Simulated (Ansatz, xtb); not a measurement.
**Relative energy of two isomers of C6H5B**

Structure I is `C#CC1=CBC=C1`, a singlet and structure II is `C#CB1C=CC=C1`, a singlet. Both are isolated molecules in the gas phase, relaxed with r2SCAN-D4/def2-SVP.

I (Å):

```yaml
atoms:
  - { symbol: C, position_ang: [-1.6684, 1.5541, -2.6852] }
  - { symbol: C, position_ang: [-0.7190, 1.3954, -1.9337] }
  - { symbol: C, position_ang: [0.3600, 1.1686, -1.0510] }
  - { symbol: C, position_ang: [1.4298, 1.9803, -0.8069] }
  - { symbol: C, position_ang: [1.5443, -0.1237, 0.5543] }
  - { symbol: C, position_ang: [0.4404, -0.1092, -0.2168] }
  - { symbol: B, position_ang: [2.3139, 1.2322, 0.2603] }
  - { symbol: H, position_ang: [-2.4968, 1.7102, -3.3517] }
  - { symbol: H, position_ang: [1.5587, 2.9433, -1.3044] }
  - { symbol: H, position_ang: [3.3502, 1.6109, 0.7473] }
  - { symbol: H, position_ang: [1.7895, -0.9491, 1.2267] }
  - { symbol: H, position_ang: [-0.3396, -0.8755, -0.2885] }
```

II (Å):

| atom | x (Å) | y (Å) | z (Å) |
| --- | --- | --- | --- |
| C | -1.9967 | 1.5044 | -2.5583 |
| C | -1.0034 | 1.3001 | -1.8707 |
| C | 1.6381 | 1.7581 | -1.1355 |
| C | 2.4002 | 1.2003 | -0.1695 |
| C | 1.6429 | 0.1575 | 0.6153 |
| C | 0.3735 | 0.0167 | 0.1752 |
| B | 0.2233 | 1.0480 | -1.0217 |
| H | -2.8689 | 1.6837 | -3.1619 |
| H | 1.9889 | 2.5341 | -1.8192 |
| H | 3.4458 | 1.4440 | 0.0537 |
| H | 2.1094 | -0.3964 | 1.4388 |
| H | -0.3476 | -0.6833 | 0.6024 |

Estimate E(II) − E(I) at the level CCSD(T)/def2-SVP + ΔMP2/def2-TZVPP.

Calculated at CCSD(T)/def2-SVP + ΔMP2/def2-TZVPP: E(II) − E(I) = −13.6 kcal/mol, so structure II lies lower.

The same difference at several levels:

```
                             level            geometry  E(II) − E(I) (kcal/mol)  departure from the last row (kcal/mol)  job, with rough time for the two
                          GFN2-xTB            GFN2-xTB                      +4.4                                   +17.9              optimisation, 0.17 s
                         HF/STO-3G            GFN2-xTB                     −12.9                                    +0.7              single point, 0.54 s
      r2SCAN-D4/def2-SVP//GFN2-xTB            GFN2-xTB                     −12.8                                    +0.7               single point, 3.3 s
                r2SCAN-D4/def2-SVP  r2SCAN-D4/def2-SVP                     −12.5                                    +1.0                optimisation, 35 s
                       HF/def2-SVP  r2SCAN-D4/def2-SVP                     −14.1                                    −0.5           part of the CCSD(T) run
                      MP2/def2-SVP  r2SCAN-D4/def2-SVP                     −12.1                                    +1.5           part of the CCSD(T) run
                  CCSD(T)/def2-SVP  r2SCAN-D4/def2-SVP                     −12.7                                    +0.8                      single point
CCSD(T)/def2-SVP + ΔMP2/def2-TZVPP  r2SCAN-D4/def2-SVP                     −13.6                                                        single point, 72 s
```

As drawn, II has 1 C–B, 1 C–H in place of 1 C–C, 1 B–H.

GFN2-xTB puts the two in the other order. The largest departure from CCSD(T)/def2-SVP + ΔMP2/def2-TZVPP is that of GFN2-xTB, 17.9 kcal/mol. The last row adds to CCSD(T) the change of the MP2 difference between the two basis sets, here −0.8 kcal/mol.

With thermal terms from frequencies at re-optimised GFN2-xTB minima (ideal gas, soft modes damped towards free rotors, one conformer each, 298.15 K, 1 atm): the zero-point term adds +1.1 kcal/mol; ΔH is −12.5 and ΔG −12.2 kcal/mol.

The correlated steps freeze 7 core orbitals. Programs: Ansatz 0.2.0, xtb 6.7.1; the last row on 2 threads of Intel(R) Xeon(R) Platinum 8488C (Sapphire Rapids) on a shared host.
